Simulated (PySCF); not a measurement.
Isomers of C3H9ClO2Si2.

All values: PBE0/pcSseg-1 (PySCF) at GFN2-xTB geometries, gas phase, one conformer each.

Task: Rank by LUMO energy, highest first.
A. `[O:1]=[C:2]([CH2:3][O:4][SiH3:5])[SiH2:6][CH2:7][Cl:8]` with O1–C2–C3–O4 180°, C2–C3–O4–Si5 -179°, O1–C2–Si6–C7 1°, C2–Si6–C7–Cl8 178°
B. `[CH3:1][O:2][C@@H:3]1[CH2:4][SiH2:5][O:6][Si@@H:7]1[Cl:8]` with C1–O2–C3–C4 -153°, O2–C3–C4–Si5 -81°, C3–C4–Si5–O6 -30°, C4–Si5–O6–Si7 13°, Si5–O6–Si7–Cl8 125°
C. `[CH2:1]=[CH:2][O:3][Si@@:4]([OH:5])([SiH3:6])[CH2:7][Cl:8]` with C1–C2–O3–Si4 5°, C2–O3–Si4–O5 -67°, O3–Si4–O5–H -63°, O3–Si4–C7–Cl8 174°

Result: B (0.35 eV), C (-0.09 eV), A (-1.50 eV).

Task: Rank by the lowest IAO charge on any atom, highest value first.
A. `[CH2:1]=[CH:2][O:3][Si@@:4]([OH:5])([SiH3:6])[CH2:7][Cl:8]` with C1–C2–O3–Si4 5°, C2–O3–Si4–O5 -67°, O3–Si4–O5–H -63°, O3–Si4–C7–Cl8 174°
B. `[O:1]=[C:2]([CH2:3][O:4][SiH3:5])[SiH2:6][CH2:7][Cl:8]` with O1–C2–C3–O4 180°, C2–C3–O4–Si5 -179°, O1–C2–Si6–C7 1°, C2–Si6–C7–Cl8 178°
C. `[CH3:1][O:2][C@@H:3]1[CH2:4][SiH2:5][O:6][Si@@H:7]1[Cl:8]` with C1–O2–C3–C4 -153°, O2–C3–C4–Si5 -81°, C3–C4–Si5–O6 -30°, C4–Si5–O6–Si7 13°, Si5–O6–Si7–Cl8 125°

Result: B (-0.631 e), A (-0.780 e), C (-0.890 e).

All values together:

```csv
SMILES,μ (D),HOMO (eV),LUMO (eV),lowest IAO charge (e),highest IAO charge (e),lowest Hirshfeld charge (e),highest Hirshfeld charge (e)
[SiH3]CO[SiH2]O/C=C\Cl,0.38,-6.87,0.34,-0.641 (O),+1.196 (Si),-0.228 (O),+0.413 (Si)
O=C(CO[SiH3])[SiH2]CCl,4.01,-7.05,-1.50,-0.631 (O),+0.871 (Si),-0.217 (O),+0.400 (Si)
CO[C@@H]1C[SiH2]O[Si@@H]1Cl,2.77,-7.10,0.35,-0.890 (O),+1.105 (Si),-0.318 (O),+0.412 (Si)
C=CO[Si@@](O)([SiH3])CCl,2.25,-7.23,-0.09,-0.780 (O),+1.188 (Si),-0.302 (O),+0.400 (Si)
```

Conformers: `[SiH3:1][CH2:2][O:3][SiH2:4][O:5]/[CH:6]=[CH:7]\[Cl:8]` with Si1–C2–O3–Si4 86°, C2–O3–Si4–O5 180°, O3–Si4–O5–C6 180°, Si4–O5–C6–C7 1°; `[O:1]=[C:2]([CH2:3][O:4][SiH3:5])[SiH2:6][CH2:7][Cl:8]` with O1–C2–C3–O4 180°, C2–C3–O4–Si5 -179°, O1–C2–Si6–C7 1°, C2–Si6–C7–Cl8 178°; `[CH3:1][O:2][C@@H:3]1[CH2:4][SiH2:5][O:6][Si@@H:7]1[Cl:8]` with C1–O2–C3–C4 -153°, O2–C3–C4–Si5 -81°, C3–C4–Si5–O6 -30°, C4–Si5–O6–Si7 13°, Si5–O6–Si7–Cl8 125°; `[CH2:1]=[CH:2][O:3][Si@@:4]([OH:5])([SiH3:6])[CH2:7][Cl:8]` with C1–C2–O3–Si4 5°, C2–O3–Si4–O5 -67°, O3–Si4–O5–H -63°, O3–Si4–C7–Cl8 174°.
